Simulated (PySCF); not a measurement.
C3HCl2F, SMILES C(=C=CF)(Cl)Cl.

Coordinates come from a PBE0-D3(BJ)/def2-SVP optimisation.

Level of theory: PySCF with B3LYP/def2-TZVP.

Symmetry labels are those of the subgroup Cs that the program uses (full group Cs).

Computed valence orbital energies around the gap with their symmetry:
```tsv
orbital	symmetry	energy (eV)
HOMO−7	A"	-13.10
HOMO−6	A'	-11.63
HOMO−5	A'	-11.25
HOMO−4	A'	-9.79
HOMO−3	A"	-9.42
HOMO−2	A"	-9.10
HOMO−1	A"	-7.93
HOMO	A'	-7.64
LUMO	A'	-1.38
LUMO+1	A"	-1.30
LUMO+2	A'	-0.41
LUMO+3	A'	1.61
```
